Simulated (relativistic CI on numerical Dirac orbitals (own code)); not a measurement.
Computed by Dirac-Coulomb-Breit CI, separate exchange-only KLI orbitals for each configuration, model QED (radiative potential, 1s self-energy scaled to tabulated hydrogen-like ionisation energies), unscaled Slater integrals (own radial code, finite nucleus).

The strongest absorption lines from the ground level of an ion, among the configurations computed and to levels below about 407 eV (vacuum wavelength in Å, gf): 38.308 (2.5e-06), 46.365 (0.19), 47.255 (0.074), 70.753 (2.3e-06), 74.036 (0.00015), 215.03 (1.3), 320.03 (0.057).

Which ion is it?
A. In¹⁹⁺
B. Rh¹⁵⁺
C. Ag¹⁷⁺
D. In²¹⁺

A. In¹⁹⁺ has 30 electrons and the ground level 4s2 1S_0; the strongest line goes to 4s 4p 1P°_1. The pattern of lines fixes the number of electrons, and along that sequence the line energies rise steadily with the charge (about as its square where n changes within one kind of shell, about linearly where n is kept but much faster in heavy ions where fine structure, which grows about as Z⁴, sets the gap, and irregularly where shells cross), which fixes Z. Configurations outside the model, such as inner-shell arrays, can give stronger lines. At this charge energies of transitions that change n are usually good to better than 1 %, and those within a shell (Δn = 0) to a few per cent.

LS names give the leading component of a level, which can be under half, so a name can repeat, a term be missing and a line seem to break the LS rules.
